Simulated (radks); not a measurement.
Question: Radial electron density D(r) = 4 pi r^2 rho(r) of an atom or ion with 46 electrons. Calculated with a radial shooting solver on a logarithmic mesh with Libxc functionals: scalar-relativistic Kohn-Sham, BLYP, spin-polarised, spherical densities, point nucleus.

```
   r/bohr * D(r) (the largest magnitude, 91.3, reaches the edge; | marks zero)
 0.001831 |   *
 0.002403 |    *
 0.003154 |       *
  0.00414 |           *
 0.005434 |                 *
 0.007132 |                       *
 0.009362 |                              *
  0.01229 |                                     *
  0.01613 |                                         *
  0.02117 |                                         *
  0.02779 |                                      *
  0.03648 |                                    *
  0.04788 |                                        *
  0.06284 |                                                 *
  0.08249 |                                                      *
   0.1083 |                                                *
   0.1421 |                                       *
   0.1865 |                                         *
   0.2448 |                                             *
   0.3214 |                                 *
   0.4218 |                 *
   0.5537 |               *
   0.7268 |                 *
    0.954 |          *
    1.252 |   *
    1.644 |*
    2.157 *
    2.832 *
```

What is the nuclear charge?

Answer: Z = 54. The innermost maximum, from 1s, lies near gamma/Z bohr with gamma = sqrt(1 - (Z/c)^2) = 0.919, here 0.017 bohr (found: 0.0186), and its height grows with Z. The density is that of the xenon ion Xe8+ in [Kr] 4d10; the configuration itself is not fixed sharply by these data, and Z only to a few units. D(r) has 4 maxima, at r = 0.0186, 0.0825, 0.235, 0.682 bohr, and minima at 0.0362, 0.155, 0.495 bohr, inside which lie 1.98, 11.16, 28.98 electrons.
